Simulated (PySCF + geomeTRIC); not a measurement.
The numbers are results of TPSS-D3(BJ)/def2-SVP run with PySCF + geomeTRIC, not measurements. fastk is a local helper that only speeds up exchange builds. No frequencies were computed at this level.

```python
import json, numpy as np
from pyscf import gto, dft
from fastk import lowrank_exchange
atoms = """
Zn     0.000000     0.000000     0.000000
F     -1.657599     0.155219    -0.237917
F      1.657599    -0.155219     0.237917
"""
def scf(charge, spin, dm0=None):
    mol = gto.M(atom=atoms, basis='def2-svp', ecp={}, charge=charge, spin=spin, verbose=3, max_memory=3360)
    mf = dft.KS(mol, xc='tpss').density_fit(auxbasis="def2-universal-jkfit")
    mf.disp = 'd3bj'
    mf.grids.level = 3
    mf.conv_tol = 1e-8
    mf.max_cycle = 120
    mf.level_shift = 0.25
    mf.kernel(dm0)
    if not mf.converged:
        mf = mf.newton().run(mf.mo_coeff, mf.mo_occ).undo_soscf()
    return mf
mf = scf(0, 0)
from pyscf.geomopt.geometric_solver import kernel as optimize
path = []
done, mol = optimize(mf, maxsteps=120, assert_convergence=False, callback=lambda env: path.append((env["energy"], bool(env["g_scanner"].converged))))
res = dict(converged=bool(done and path[-1][1]), energy=path[-1][0], path=[e for e, c in path], xyz=mol.atom_coords(unit="Angstrom").tolist(), nao=mol.nao)
json.dump(res, open("result.json", "w"))
```

Output:

```
converged SCF energy = -1978.72596255124
Geometry optimization cycle 1
converged SCF energy = -1978.72596255258
cycle 1: E = -1978.72596255  dE = -1978.73  norm(grad) = 0.0431145
Geometry optimization cycle 2
converged SCF energy = -1978.72879336599
cycle 2: E = -1978.72879337  dE = -0.00283081  norm(grad) = 0.00845171
Geometry optimization cycle 3
converged SCF energy = -1978.72892322039
cycle 3: E = -1978.72892322  dE = -0.000129854  norm(grad) = 0.0011208
Geometry optimization cycle 4
converged SCF energy = -1978.72892637512
cycle 4: E = -1978.72892638  dE = -3.15473e-06  norm(grad) = 0.000158195
Geometry optimization cycle 5
converged SCF energy = -1978.72892771517
cycle 5: E = -1978.72892772  dE = -1.34005e-06  norm(grad) = 0.00050914
Geometry optimization cycle 6
converged SCF energy = -1978.72890541879
cycle 6: E = -1978.72890542  dE = 2.22964e-05  norm(grad) = 0.00470908
Geometry optimization cycle 7
converged SCF energy = -1978.72893153335
cycle 7: E = -1978.72893153  dE = -2.61146e-05  norm(grad) = 0.00255653
Geometry optimization cycle 8
converged SCF energy = -1978.72893486726
cycle 8: E = -1978.72893487  dE = -3.3339e-06  norm(grad) = 0.00125252
Geometry optimization cycle 9
converged SCF energy = -1978.7289316425
cycle 9: E = -1978.72893164  dE = 3.22476e-06  norm(grad) = 0.000195724
Geometry optimization cycle 10
converged SCF energy = -1978.72893552494
cycle 10: E = -1978.72893552  dE = -3.88244e-06  norm(grad) = 0.000600933
Geometry optimization cycle 11
converged SCF energy = -1978.72893476174
cycle 11: E = -1978.72893476  dE = 7.63193e-07  norm(grad) = 0.000210254
<class 'geometric.internal.Distance'> : 2
<class 'geometric.internal.LinearAngle'> : 2
<class 'geometric.internal.TranslationX'> : 1
<class 'geometric.internal.TranslationY'> : 1
<class 'geometric.internal.TranslationZ'> : 1
<class 'geometric.internal.RotationA'> : 1
<class 'geometric.internal.RotationB'> : 1
<class 'geometric.internal.RotationC'> : 1
Step    0 : Gradient = 2.489e-02/3.049e-02 (rms/max) Energy = -1978.7259625526
Step    1 : Displace = 3.450e-02/4.226e-02 (rms/max) Trust = 1.000e-01 (=) Grad = 4.880e-03/5.976e-03 (rms/max) E (change) = -1978.7287933660 (-2.831e-03) Quality = 1.163
Step    2 : Displace = 8.422e-03/1.031e-02 (rms/max) Trust = 1.414e-01 (+) Grad = 6.471e-04/7.925e-04 (rms/max) E (change) = -1978.7289232204 (-1.299e-04) Quality = 1.108
Step    3 : Displace = 1.349e-03/1.653e-03 (rms/max) Trust = 2.000e-01 (+) Grad = 9.133e-05/1.119e-04 (rms/max) E (change) = -1978.7289263751 (-3.155e-06) Quality = 0.953
Step    4 : Displace = 5.215e-04/6.388e-04 (rms/max) Trust = 2.828e-01 (+) Grad = 2.940e-04/3.600e-04 (rms/max) E (change) = -1978.7289277152 (-1.340e-06) Quality = 0.929
Step    5 : Displace = 4.921e-03/6.026e-03 (rms/max) Trust = 3.000e-01 (+) Grad = 2.719e-03/3.330e-03 (rms/max) E (change) = -1978.7289054188 (+2.230e-05) Quality = -1.132
Step    6 : Displace = 2.366e-03/2.897e-03 (rms/max) Trust = 2.460e-03 (x) Grad = 1.470e-03/1.800e-03 (rms/max) E (change) = -1978.7289315334 (-3.818e-06) Quality = 0.258
Step    7 : Displace = 1.536e-03/1.882e-03 (rms/max) Trust = 2.460e-03 (=) Grad = 7.118e-04/8.718e-04 (rms/max) E (change) = -1978.7289348673 (-3.334e-06) Quality = 0.521
Step    8 : Displace = 1.442e-03/1.766e-03 (rms/max) Trust = 2.460e-03 (=) Grad = 6.354e-06/7.782e-06 (rms/max) E (change) = -1978.7289316425 (+3.225e-06) Quality = -1.108
Step    9 : Displace = 7.922e-04/9.702e-04 (rms/max) Trust = 7.211e-04 (x) Grad = 3.238e-04/3.966e-04 (rms/max) E (change) = -1978.7289355249 (-6.577e-07) Quality = 0.336
Step   10 : Displace = 6.612e-04/8.098e-04 (rms/max) Trust = 7.211e-04 (=) Grad = 5.111e-07/6.260e-07 (rms/max) E (change) = -1978.7289347617 (+7.632e-07) Quality = -1.257
Converged! =D
```

Cost: around 40 core-seconds (rough).
